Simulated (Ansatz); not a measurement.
`BC(=C)S` and `C=C(S)CF` differ in one atom or group.

Ansatz, PBE0-D4/def2-TZVP geometries, multiplicity 1. Each molecule was computed in one conformer, which needn't be the lowest.

```tsv
property	`BC(=C)S`
HOMO energy (PBE/def2-TZVPP) / eV	-5.70
size of the dipole moment (B3LYP/def2-TZVPP) / D	0.51
HOMO–LUMO gap (ωB97M-V/def2-TZVPP) / eV	8.53
size of the dipole moment (PBE/def2-TZVPP) / D	0.42
LUMO energy (PBE/def2-TZVPP) / eV	-3.24
HOMO–LUMO gap (PBE0/def2-TZVPP) / eV	4.44
```

Task: What does the change do to each property? (Estimate.)

Result: Ansatz gave: 
| property | `C=C(S)CF` | shift |
| --- | --- | --- |
| HOMO energy (PBE/def2-TZVPP) / eV | -5.77 | -0.07 |
| size of the dipole moment (B3LYP/def2-TZVPP) / D | 1.12 | 0.61 |
| HOMO–LUMO gap (ωB97M-V/def2-TZVPP) / eV | 10.82 | 2.29 |
| size of the dipole moment (PBE/def2-TZVPP) / D | 1.09 | 0.67 |
| LUMO energy (PBE/def2-TZVPP) / eV | -1.26 | 1.98 |
| HOMO–LUMO gap (PBE0/def2-TZVPP) / eV | 6.61 | 2.17 |

With PBE0 the HOMO falls by 0.17 eV and the LUMO rises by 2.00 eV, so the gap widens by about 2.17 eV. PBE moves the HOMO by -0.07 eV and ωB97M-V by -0.24 eV. Dipoles are sizes alone; their direction can turn.

B3LYP here is the variant with VWN-RPA as its local correlation; programs differ in this.
